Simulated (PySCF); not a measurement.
CH3Cl2NSi2.

```xyz
9

Cl     1.4261    -0.1192     1.6782
Si     0.2299     0.0200     0.0000
Cl     1.4261    -0.1192    -1.6782
N     -0.7369     1.5349     0.0000
C     -1.9423     1.0729     0.0000
Si    -1.9351    -0.8676     0.0000
H     -2.7986     1.7749     0.0000
H     -2.5013    -1.5188    -1.2175
H     -2.5013    -1.5188     1.2175
```

Geometry: B3LYP-D3(BJ)/def2-SVP. This is a generated structure with no PubChem entry under its InChIKey; it may be hypothetical.

The numbers are results of PySCF with PBE/pcSseg-1, not measurements. Non-relativistic, no solvent.

### Question
Give the absolute GIAO shielding of each atom: isotropic value and principal components (ppm). (An estimate is asked for; the answer gives what the named calculation found.)

### Answer

| atom | σ(iso) | σ11 | σ22 | σ33 | span |
|---|---|---|---|---|---|
| Cl1 | 770.6 | 649.7 | 729.4 | 932.6 | 282.9 |
| Si2 | 307.0 | 273.6 | 320.4 | 326.9 | 53.3 |
| Cl3 | 770.6 | 649.7 | 729.4 | 932.6 | 282.9 |
| N4 | -312.5 | -802.5 | -233.8 | 98.9 | 901.4 |
| C5 | -34.3 | -158.7 | -64.3 | 120.2 | 278.9 |
| Si6 | 327.6 | 157.7 | 342.5 | 482.7 | 325.0 |
| H7 | 20.7 | 16.0 | 22.2 | 24.0 | 8.0 |
| H8 | 25.3 | 21.7 | 24.7 | 29.3 | 7.6 |
| H9 | 25.3 | 21.7 | 24.7 | 29.3 | 7.6 |
